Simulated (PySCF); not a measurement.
Computed IR spectrum (relative IR intensity) of a molecule C2H5NOSi. Coordinates come from a PBE-D3(BJ)/def2-SVP optimisation. One conformer was computed; it need not be the lowest. Calculation: PBE-D3(BJ)/def2-SVP (PySCF). Frequencies are harmonic and unscaled.

Lines under 2 % of the strongest are left out, and lines within 2 cm⁻¹ are merged.

```csv
ν (cm⁻¹),relative intensity
562,4.6
578,3.2
701,2.8
742,4.8
853,3.1
894,25
927,11
2169,21
2412,100
```

Q: Which molecule gave these data?
(A) CC1=N[SiH2]O1
(B) C[SiH2]OC#N
(C) C1=NCO[SiH2]1
(D) C[SiH2]N=C=O

A: D, C[SiH2]N=C=O
